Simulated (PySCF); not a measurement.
# Electron correlation in Nb(3+) (niobium, charge +3)

[Kr] 4d2, high-spin 3F determinant. All numbers are calculated (PySCF 2.14, a scalar-relativistic core potential, in aug-cc-pVTZ-PP with ECP28MDF (6s6p5d3f2g, 88 functions)). Frozen: 4s2 4p6; 2 electrons correlated.

With two correlated electrons CCSD is exact within the correlated space (frozen core and kept virtual orbitals).

| level | correlation energy (mhartree) |
| --- | --- |
| CCSD | -4.55 |

Diagnostics: T1 = 0.00063, D1 = 0.0009, largest double amplitude 0.010.

Cost of the coupled-cluster step: roughly 8 core-seconds, for 2 correlated electrons.
